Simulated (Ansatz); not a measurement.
The same path of AlBH5NO (9 atoms, charge 0, multiplicity 1) was run twice with different band settings. The coordinate that changes most is the height of N1 over the plane of its neighbours.

Level of theory: Ansatz, RKS revPBE/def2-SVP.

Relaxed end points:

```xyz
9
Properties=species:S:1:pos:R:3
N 0.177 1.448 -1.262
B 0.766 0.585 -0.306
O 0.029 -0.376 0.343
Al -0.695 -1.635 1.255
H -0.809 1.411 -1.522
H 0.710 2.166 -1.751
H 1.961 0.713 -0.065
H -0.700 -3.104 0.630
H -1.350 -1.256 2.660
```

```xyz
9
Properties=species:S:1:pos:R:3
N 0.484 1.640 -0.893
B 0.225 0.249 -0.952
O -0.107 -0.467 0.173
Al -0.539 -1.540 1.439
H 0.733 2.185 -1.717
H 0.443 2.184 -0.030
H 0.305 -0.312 -2.039
H 0.637 -2.272 2.232
H -2.091 -1.715 1.770
```

Common settings: movable images 5; climbing image yes; optimiser quadratic models (default); start path through a guess of the saddle point; force threshold 0.05 eV/Å; iteration limit 60; end points relaxed.

| run | spring |
| --- | --- |
| 1 | 5.0 eV/Å² |
| 2 | 0.5 eV/Å² |

Question: What does each run give, and how far can it be trusted?

Answer: Run 1: converged after 28 iterations, highest image 0.905 eV above the first end. The profile has 2 maxima (images 2, 4) with wells between them (image 3): this band takes more than one step, which may be the mechanism or a detour left from its start path. A vibrational analysis at the climbing image gives one clearly imaginary mode, 545i cm⁻¹: a first-order saddle point.
Run 2: converged after 49 iterations, highest image 0.904 eV above the first end. Beside the main top the profile has a ripple of under 15 meV (maxima at images 3, 5), which may be a very shallow well or noise. Another band between the same ends (5 images) ends at a top of the same energy, where a vibrational analysis finds 1 clearly imaginary mode.
